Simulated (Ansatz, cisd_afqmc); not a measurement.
Species: C$_{2}$HClF$_{2}$, charge 0, singlet. C2HClF2 (SMILES C(Cl)=C(F)F).
B3LYP-D3(BJ)/def2-TZVP minimum from Ansatz (a program for electronic structure):
```xyz
6

C      0.4934    -0.5969     0.0116
C     -0.7993    -0.3316     0.0744
F     -1.7238    -1.2674     0.2000
F     -1.3440     0.8633     0.0232
Cl     1.6824     0.6366    -0.1521
H      0.8441    -1.6141     0.0623
```

Total energies in cc-pV(T+d)Z, 30 correlated electrons, 9 frozen orbitals. Open shells are spin-unrestricted; no spin-orbit coupling. Correlated methods leave the cores frozen. No relativity. AFQMC is phaseless with a CISD trial state; ± is one standard error, without the phaseless bias. Outlying blocks are dropped, and bars are widened where a walk drifts. Over all cases where full CI ran beside it in this data, AFQMC minus full CI had a median of +0.1 mEh and passed +0.4 mEh in a tenth of the cases.

| method | program | energy (Eh) | minus AFQMC/CISD (mEh) |
|---|---|---|---|
| HF | Ansatz | -734.77664 | 1061.5 ± 0.4 |
| MP2 | Ansatz | -735.77340 | 64.7 ± 0.4 |
| CCSD | Ansatz | -735.79562 | 42.5 ± 0.4 |
| CCSD(T) | Ansatz | -735.83602 | 2.1 ± 0.4 |
| AFQMC/CISD | cisd_afqmc | -735.8381 ± 0.0004 | 0.0 |
